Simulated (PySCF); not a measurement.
Job file and geometry (Å, from GFN2-xTB) of an NMR shielding run on `C=C1B/C(=C/CCl)C=C1`, C7H8BCl, GIAO PBE0/pcSseg-1 NMR shielding, non-relativistic, gas phase (PySCF); density fitting, a coarse starting grid and PySCF grid level 2 are the driver's defaults:

```
$ OMP_NUM_THREADS=1 python probes_run.py task.json out

{"job": {"kind": "nmr", "xc": "PBE0", "basis": "pcSseg-1"}, "charge": 0, "multiplicity": 1}
C      3.252385    -0.425688    -0.277829
C      1.953188    -0.245284    -0.008632
B      0.727339    -0.103544    -0.964757
C     -0.474869     0.093341     0.015118
C     -1.769805     0.279795    -0.298049
C     -2.894661     0.468265     0.651544
Cl    -4.070908    -0.886897     0.461185
C      0.088790     0.049232     1.363530
C      1.418304    -0.139556     1.348740
H      3.998864    -0.506208     0.499186
H      3.610656    -0.499505    -1.291051
H      0.703265    -0.135605    -2.127948
H     -2.057820     0.280787    -1.341271
H     -2.584271     0.461889     1.693516
H     -3.454350     1.378244     0.429614
H     -0.497623     0.150867     2.262257
H      2.044518    -0.208103     2.224399
```

**Question.** Write the output of this run.

**Answer.** 
```
coarse grid: 15272 points
cycle   1  E = -755.8772820829  dE =  1.270e+00  |g| = 4.016e-01  |ddm| = 3.938e+00
cycle   2  E = -755.8492738249  dE =  2.801e-02  |g| = 5.258e-01  |ddm| = 1.047e+00
cycle   3  E = -755.9186114513  dE = -6.934e-02  |g| = 1.612e-01  |ddm| = 6.815e-01
cycle   4  E = -755.9252541273  dE = -6.643e-03  |g| = 3.749e-02  |ddm| = 1.652e-01
cycle   5  E = -755.9255855216  dE = -3.314e-04  |g| = 1.220e-02  |ddm| = 3.926e-02
cycle   6  E = -755.9256212628  dE = -3.574e-05  |g| = 3.607e-03  |ddm| = 1.296e-02
cycle   7  E = -755.9256241262  dE = -2.863e-06  |g| = 1.558e-03  |ddm| = 4.813e-03
final grid: 144392 points
cycle   8  E = -755.9769307413  dE = -4.685e-05  |g| = 8.730e-03  |ddm| = 4.240e-02
cycle   9  E = -755.9769178866  dE =  1.285e-05  |g| = 1.094e-02  |ddm| = 2.008e-02
cycle  10  E = -755.9769494856  dE = -3.160e-05  |g| = 2.585e-03  |ddm| = 1.265e-02
cycle  11  E = -755.9769512473  dE = -1.762e-06  |g| = 4.876e-04  |ddm| = 2.566e-03
cycle  12  E = -755.9769513058  dE = -5.849e-08  |g| = 1.477e-04  |ddm| = 5.437e-04
cycle  13  E = -755.9769513104  dE = -4.654e-09  |g| = 6.538e-05  |ddm| = 1.875e-04
cycle  14  E = -755.9769513115  dE = -1.038e-09  |g| = 1.911e-05  |ddm| = 7.481e-05
cycle  15  E = -755.9769513116  dE = -8.822e-11  |g| = 6.249e-06  |ddm| = 2.016e-05
converged SCF energy = -755.9769513116

GIAO shielding tensors (ppm)
atom      isotropic    diamagn.    paramagn.     s11        s22        s33       span
  0 C       45.588     250.752    -205.164    -53.846     34.338    156.273    210.119
  1 C       24.229     261.681    -237.451    -82.869     -2.431    157.989    240.859
  2 B       33.504     190.564    -157.060    -13.370      3.803    110.079    123.448
  3 C       29.962     257.712    -227.749    -61.271      1.193    149.964    211.235
  4 C       37.261     252.316    -215.055    -58.275     27.695    142.364    200.639
  5 C      138.664     246.091    -107.427    112.206    138.152    165.633     53.427
  6 Cl     823.248    1144.134    -320.886    636.329    745.019   1088.397    452.068
  7 C       44.218     253.950    -209.732    -63.082     46.465    149.271    212.353
  8 C       33.612     253.079    -219.467    -68.858     39.613    130.080    198.938
  9 H       25.213      29.147      -3.934     22.757     24.323     28.559      5.802
 10 H       25.306      29.409      -4.102     23.123     24.365     28.431      5.308
 11 H       24.715      31.415      -6.700     19.656     26.557     27.933      8.277
 12 H       25.024      32.033      -7.009     21.946     23.931     29.195      7.249
 13 H       27.077      29.319      -2.242     21.644     26.108     33.481     11.837
 14 H       27.301      26.971       0.330     22.149     26.359     33.394     11.245
 15 H       24.536      32.932      -8.396     21.243     22.828     29.536      8.293
 16 H       24.665      32.908      -8.243     21.999     24.240     27.755      5.756
```

Size and cost of the density-fitted run: 200 basis functions, 110 s wall time on 1 thread of an Intel Xeon, shared host; peak memory 0.88 GiB.
